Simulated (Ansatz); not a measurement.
Frontier orbitals of C₃H₆BBr, SMILES `C=C(Br)BC`.

```xyz
11

C    -1.141    1.781    0.218
C    -0.457    0.783   -0.342
Br   -0.228    0.797   -2.237
B     0.144   -0.377    0.490
C     0.944   -1.567   -0.090
H    -1.582    2.596   -0.344
H    -1.267    1.780    1.296
H    -0.021   -0.264    1.675
H     2.005   -1.272   -0.028
H     0.746   -1.777   -1.142
H     0.858   -2.479    0.503
```

Total charge 0; spin multiplicity 1. Correlated methods include outer-core shells of Br, which these sets cover unevenly. Scalar relativity is left out up to krypton. The geometry is a stationary point of PBE0-D4/def2-TZVP. It is one conformer, not always the lowest. Basis def2-TZVPP, the Gaussian-basis code of Ansatz.

| functional | HOMO (eV) | LUMO (eV) | gap (eV) |
| --- | --- | --- | --- |
| LDA (SPW92) | -6.59 | -3.25 | 3.34 |
| PBE | -6.41 | -2.99 | 3.42 |
| B97M-V | -6.69 | -2.73 | 3.96 |
| PBE0 | -7.53 | -2.04 | 5.49 |
| B3LYP | -7.29 | -2.23 | 5.06 |
| r2SCANh | -7.06 | -2.43 | 4.63 |
| ωB97M-V | -9.68 | 0.01 | 9.69 |

Against PBE, PBE0 changes HOMO and LUMO by −1.11 and +0.95 eV, ωB97M-V by −3.27 and +3.00 eV. A gap of 3.42 eV thus becomes 9.69 eV for the same molecule, so an orbital gap means little without its functional. A positive LUMO is unbound and depends on the basis.

B3LYP here is the variant with VWN-RPA as its local correlation; programs differ in this.
